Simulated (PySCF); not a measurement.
C2H4BBrO, SMILES C=CB(O)Br.

The structure is a stationary point at ωB97X-D3(BJ)/def2-SVP. The values are those of a single conformer.

Computed with CAM-B3LYP/def2-TZVP in PySCF.

The molecule is in vacuum.

Task: Estimate the frontier levels, gap, dipole moment and polarisability. (Estimate from the structure and the level; the computed values follow.)

Result: 
```yaml
highest_occupied_level: -9.46 eV
lowest_empty_level: -0.35 eV
orbital_gap: 9.10 eV
dipole_moment: 1.01 D
quadrupole, principal values (traceless, Buckingham form, about the centre of nuclear charge): -4.51, -2.45, 6.96 D·Å
mean_static_polarisability: 61.3 bohr³ (9.08 Å³)
polarisability_principal_values: 41.2, 55.7, 86.8 bohr³
```
